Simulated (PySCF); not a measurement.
# `CN(C)CCC=O`: 4 charge schemes on one density

Species: C₅H₁₁NO.
Numbering: `[CH3:1][N:2]([CH3:3])[CH2:4][CH2:5][CH:6]=[O:7]` (hydrogens: H8, H9, H10 on C1; H11, H12, H13 on C3; H14, H15 on C4; H16, H17 on C5; H18 on C6)

Cartesian coordinates in Å at the GFN2-xTB level; atoms count from 1:
```
atom  x, y, z in Å
C1    -2.111   -0.683   -0.142
N2    -0.825   -0.054   -0.361
C3    -0.773    1.253    0.257
C4     0.273   -0.906    0.054
C5     1.599   -0.448   -0.562
C6     2.250    0.691    0.162
O7     2.876    1.578   -0.349
H8    -2.891   -0.030   -0.529
H9    -2.150   -1.626   -0.685
H10   -2.315   -0.880    0.922
H11   -1.587    1.862   -0.133
H12    0.168    1.739    0.006
H13   -0.864    1.206    1.354
H14    0.373   -0.949    1.155
H15    0.057   -1.915   -0.303
H16    1.453   -0.186   -1.611
H17    2.310   -1.278   -0.512
H18    2.149    0.630    1.267
```

Density: PBE0/pcSseg-1 (PySCF); schemes: Mulliken, IAO, Hirshfeld and ESP-fitted. The structure is a single GFN2-xTB conformer in the gas phase; no vibrational or solvent corrections.

Which atoms carry the lowest charge in the Mulliken, IAO, Hirshfeld and ESP-fitted schemes?

The schemes don't all agree: Mulliken N2 (-0.594); IAO O7 (-0.389); Hirshfeld O7 (-0.229); ESP-fitted C1 (-0.521).

For which atoms does the sign change between the 4 schemes (beyond +0.03 e in one, beyond −0.03 e in another)?

For none.

Give the atomic charges in each scheme.

In e:

```csv
atom,environment,Mulliken,IAO,Hirshfeld,ESP-fitted
C1,N-methyl carbon,-0.089,-0.304,-0.072,-0.521
N2,tertiary amine nitrogen,-0.594,-0.247,-0.096,-0.088
C3,N-methyl carbon,-0.117,-0.306,-0.074,-0.477
C4,sp3 carbon bound to nitrogen,-0.067,-0.146,-0.022,-0.233
C5,sp3 carbon next to a carbonyl,-0.222,-0.323,-0.079,-0.177
C6,aldehyde carbon,+0.199,+0.266,+0.134,+0.480
O7,aldehyde oxygen,-0.350,-0.389,-0.229,-0.468
H8,methyl hydrogen,+0.117,+0.146,+0.046,+0.195
H9,methyl hydrogen,+0.116,+0.143,+0.044,+0.175
H10,methyl hydrogen,+0.079,+0.103,+0.026,+0.159
H11,methyl hydrogen,+0.121,+0.149,+0.048,+0.188
H12,methyl hydrogen,+0.147,+0.146,+0.038,+0.188
H13,methyl hydrogen,+0.081,+0.102,+0.025,+0.147
H14,methylene hydrogen,+0.089,+0.095,+0.023,+0.106
H15,methylene hydrogen,+0.122,+0.143,+0.046,+0.160
H16,methylene hydrogen,+0.145,+0.168,+0.049,+0.090
H17,methylene hydrogen,+0.155,+0.167,+0.060,+0.097
H18,formyl hydrogen,+0.069,+0.086,+0.034,-0.020
```

Mean size of the charges over all atoms: ESP-fitted 0.221 e, IAO 0.191 e, Mulliken 0.160 e, Hirshfeld 0.063 e. Each set sums to the total charge, 0, to within 0.001 e. The Mulliken scheme gives each basis function's population to the atom it is centred on and halves the overlap population of two atoms between them. The ESP scheme fits charges at the nuclei, held to the total charge, to the electrostatic potential on points at 1.4 to 2.0 times the van der Waals radii.

Sum the charges by element, for elements with more than one atom.

| element | atoms | Mulliken | IAO | Hirshfeld | ESP-fitted |
| --- | --- | --- | --- | --- | --- |
| C | 5 | -0.296 | -0.813 | -0.113 | -0.928 |
| H | 11 | +1.240 | +1.449 | +0.437 | +1.484 |

How many electrons does the IAO scheme count on C4?

Z − q = 6 − (-0.146) = 6.146.

The run behind these numbers computed NMR shieldings as well. Time: 31 s wall. Hardware: x86-64 server, one thread, shared host.
